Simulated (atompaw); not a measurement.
## niobium: one change to a PAW (atompaw) potential, before and after

niobium, PAW, made with atompaw 4.2.0.5 (PBE, scalar-relativistic). Core [Ar] 3d10, reference 4s2 4p6 4d4 5s0 5p1. Waves: 4s (bound): rc 1.45 bohr; 5s (bound, empty): rc 2.05 bohr; 4p (bound): rc 1.65 bohr; 5p (bound): rc 2.25 bohr; 4d (bound): rc 2.25 bohr; 4d channel at 3.9 Ry: rc 2.25 bohr. Local part: vpsmatchnc scheme with l = 3 at 1 Ry, radius 1.65 bohr. Core correction: smooth core density matched at 2.20 bohr. Augmentation charge: sinc compensation charge, radius 1.80 bohr; PAW radius 2.25 bohr; waves and projectors: custom polynom vanderbiltortho.

Change: local potential vpsmatchnc scheme with l = 3 at 1 Ry, radius 1.14 bohr.

Cutoffs: the cutoffs (Ry, on a coarse ladder) from which the occupation-weighted sum of valence levels, in a spherical-Bessel basis at the reference potential, stays within 10 and 1 mRy of its value at 400 Ry; they do not see the model core or the augmentation charge, which bear on the density cutoff.

Task: What does the change do?

Result: The potential gets harder (30 Ry and 45 Ry → 45 Ry and 50 Ry); both files keep a bound ghost (s); the range in which the p phases agree narrows (upper end 1.1 → 0.0).

```tsv
quantity	base	changed
cutoff, loose	30 Ry	45 Ry
cutoff, tight	45 Ry	50 Ry
loose cutoff by channel (10 mRy a level)	s 12 Ry, p 21 Ry, d 15 Ry	s 45 Ry, p 21 Ry, d 15 Ry
bound ghosts	s	s
s: phases at 2.26 bohr within 0.05 rad from the reference energy up to (Ry; the scan ends near 5)	to the end of the scan	to the end of the scan
p: phases at 2.26 bohr within 0.05 rad from the reference energy up to (Ry; the scan ends near 5)	1.1	0.0
d: phases at 2.26 bohr within 0.05 rad from the reference energy up to (Ry; the scan ends near 5)	to the end of the scan	to the end of the scan
lowest overlap eigenvalue by channel	s 0.59, p 0.59, d 0.87	s 0.49, p 0.52, d 0.86
```

 A true bound ghost makes a file unfit for plane-wave use even where its test errors are small: the radial tests pick states by their node count and pass the ghost by. The cutoffs see the waves, projectors and local potential, not the compensation charge or the core.
